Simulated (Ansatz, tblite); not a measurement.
Cost and result up the ladder for Si₄BPH₁₂, a doped cluster cut from the lattice of silicon (B and P 2.4 A apart) (18 atoms). The state is a singlet with charge 0. Geometry: PBE-D4/def2-SVP.

```xyz
18

B     0.773   -1.645    1.048
Si    0.920    1.898    0.439
Si   -2.179   -0.104   -0.450
Si   -0.700   -1.939   -0.311
Si   -0.881    1.763   -1.071
P     1.890   -0.178    0.486
H     1.505   -2.627    1.116
H     0.307   -1.288    2.126
H     2.005    2.883    0.089
H     0.493    2.114    1.864
H    -3.305   -0.230   -1.448
H    -2.781    0.242    0.891
H    -0.224   -2.135   -1.737
H    -1.546   -3.145    0.022
H    -0.251    1.573   -2.429
H    -1.577    3.101   -1.058
H     2.462   -0.304   -0.819
H     3.092    0.020    1.241
```

Ansatz on 4 threads of Arm Neoverse V2 on a shared host; xTB runs through tblite on one thread. Times are rough, summed over both states, and most runs start from the orbitals of an earlier one. PBE0-D4/def2-TZVP serves as the yardstick here, not as an exact answer. Differences are given only for rows in sets of like size (and for xTB, whose basis is part of the method), since another set adds its own error. The other state is a doublet.

The xTB rows come from tblite. Correlated methods freeze 26 core orbitals. The rows differ in basis, and correlated rows in double-zeta sets carry the largest basis error. In CCSD on the charge 1 doublet the largest single amplitude is 0.18, so its Hartree–Fock determinant may place the open shell otherwise than the density functionals do.

Correlated methods converge slowly with the basis, most of all in double-zeta sets.

Raw xTB energies of ions are shifted by several eV.

| level | functions | vertical IE (eV) | difference from PBE0-D4/def2-TZVP (eV) |
| --- | --- | --- | --- |
| GFN1-xTB | 73 | 12.60 | 3.75 |
| CCSD(T)/def2-SVP | 164 | 8.83 | – |
| GFN2-xTB | 61 | 11.25 | 2.40 |
| PBE-D4/def2-TZVP | 288 | 8.65 | -0.20 |
| PBE0-D4/def2-TZVP (with forces) | 288 | 8.85 | 0.00 |
| r2SCANh-D4/def2-TZVP | 288 | 8.77 | -0.07 |

Task: Estimate how long each takes.

Result: GFN2-xTB 0.024 s; GFN1-xTB 0.028 s; PBE-D4/def2-TZVP 15 s; PBE0-D4/def2-TZVP (with forces) 40 s; r2SCANh-D4/def2-TZVP 50 s; CCSD(T)/def2-SVP 2.7 min. On shared hardware such times vary by a factor of up to 3.
